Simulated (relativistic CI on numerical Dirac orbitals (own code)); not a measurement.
Energy levels of Au+

Method of calculation: Dirac-Coulomb-Breit CI, separate exchange-only KLI orbitals for each configuration, a model potential for QED, valence Slater integrals scaled by 0.85, P86 correlation energy added to each configuration (own radial code, finite nucleus).

Configuration list (outside the closed core [Xe] 4f14): 5d10, 5d9 6s, 5d8 6s2, 5d9 6p, 5d9 7s, 5d9 6d, 5d9 7p, 5d8 6s 6p, 5d9 8s, 5d9 5f, 5d9 7d, 5d9 8p, 5d9 6f, 5d9 5g, 5d9 8d, 5d9 7f, 5d8 6s 7s, 5d8 6p2. Levels of other configurations are missing.

```
No.  Configuration  Term  J  E (cm⁻¹)   %  Next component (%)  Landé g        jj configuration (%)
  1           5d10    1S  0       0.0  99        1 5d8 6s2 1S                          closed (99)
  2         5d9 6s    3D  3   17799.2  99        1 5d8 6p2 3D    1.334             5d5/2^5 6s (99)
  3         5d9 6s    3D  2   20527.9  61               37 1D    1.102             5d5/2^5 6s (93)
  4         5d9 6s    3D  1   29794.1  99        1 5d8 6p2 3D    0.498     5d3/2^3 5d5/2^6 6s (99)
  5         5d9 6s    1D  2   31978.9  56               38 3D    1.064     5d3/2^3 5d5/2^6 6s (91)
  6        5d8 6s2    3F  4   46433.9  93                4 1G    1.239                5d5/2^4 (91)
  7        5d8 6s2    1D  2   55123.8  40               28 3P    1.061                5d5/2^4 (86)
  8        5d8 6s2    3F  3   57433.8  97        2 5d8 6p2 3F    1.083        5d3/2^3 5d5/2^5 (97)
  9         5d9 6p   3P°  2   64013.2  75              16 3D°    1.417          5d5/2^5 6p1/2 (85)
 10        5d8 6s2    3P  2   64303.4  50               47 3F    1.098        5d3/2^3 5d5/2^5 (77)
 11        5d8 6s2    3P  0   65789.8  81               16 1S                         5d5/2^4 (77)
 12         5d9 6p   3F°  3   66613.6  50              32 1F°    1.093          5d5/2^5 6p1/2 (95)
 13        5d8 6s2    3P  1   68811.4  97        2 5d8 6p2 3P    1.501        5d3/2^3 5d5/2^5 (97)
 14        5d8 6s2    1G  4   71264.8  93                4 3F    1.010        5d3/2^3 5d5/2^5 (91)
 15         5d9 6p   3F°  4   72287.9  96     4 5d8 6s 6p 3F°    1.251          5d5/2^5 6p3/2 (96)
 16         5d9 6p   3P°  1   73213.0  69              15 3D°    1.277          5d5/2^5 6p3/2 (67)
 17         5d9 6p   1D°  2   73331.2  38              22 3D°    1.065          5d5/2^5 6p3/2 (80)
 18         5d9 6p   3D°  3   74904.9  70              22 1F°    1.256          5d5/2^5 6p3/2 (92)
 19        5d8 6s2    1D  2   76036.8  52               26 3F    1.006        5d3/2^2 5d5/2^6 (79)
 20         5d9 6p   3F°  2   77532.2  65              29 1D°    0.767  5d3/2^3 5d5/2^6 6p1/2 (87)
 21         5d9 6p   3P°  0   81413.9  94     5 5d8 6s 6p 3P°           5d3/2^3 5d5/2^6 6p3/2 (94)
 22      5d8 6s 6p   5D°  4   81463.8  73              17 5F°    1.445       5d5/2^4 6s 6p1/2 (80)
 23         5d9 6p   3D°  1   83386.1  52              35 1P°    0.703  5d3/2^3 5d5/2^6 6p1/2 (61)
 24         5d9 6p   3F°  3   85076.4  43              42 1F°    1.069  5d3/2^3 5d5/2^6 6p3/2 (93)
 25         5d9 6p   1P°  1   85482.1  53              23 3P°    1.014  5d3/2^3 5d5/2^6 6p3/2 (65)
 26         5d9 6p   3D°  2   86002.1  48              25 1D°    1.087  5d3/2^3 5d5/2^6 6p3/2 (86)
 27      5d8 6s 6p   5G°  5   86211.5  42              41 5F°    1.306       5d5/2^4 6s 6p1/2 (73)
 28      5d8 6s 6p   5D°  3   88035.3  56              20 5F°    1.370       5d5/2^4 6s 6p1/2 (45)
 29      5d8 6s 6p   5G°  4   89447.1  42              24 3G°    1.166       5d5/2^4 6s 6p1/2 (59)
 30      5d8 6s 6p   5G°  6   91242.5  97               3 3H°    1.328       5d5/2^4 6s 6p3/2 (92)
```

Energies count from the lowest computed level; ° marks odd parity. Filled j subshells are mostly left out of the jj labels.

The mean weight of the leading LS term, summed over parents, in these 30 levels is 69 %, and that of the leading jj configuration (from the same eigenvectors) 84 %, so jj coupling describes them better and the LS labels are nominal.

Correlation outside the listed configurations is missing or only estimated: errors of thousands of cm⁻¹ between configurations and terms are usual at this charge. Rates and lifetimes follow the computed energies and can be off by large factors. The fine structure of a lone outer electron comes out too small, for d and f at times inverted, and misplaced configurations move strength between like terms. 24 of the 31 excited levels that our extract of the measured tables holds in this range could be paired (the sources list more); they are missed by 2351 cm⁻¹ on average and 7240 at most, and levels without a partner can miss by more.

LS names give the leading component of a level, which can be under half, so a name can repeat, a term be missing and a line seem to break the LS rules.
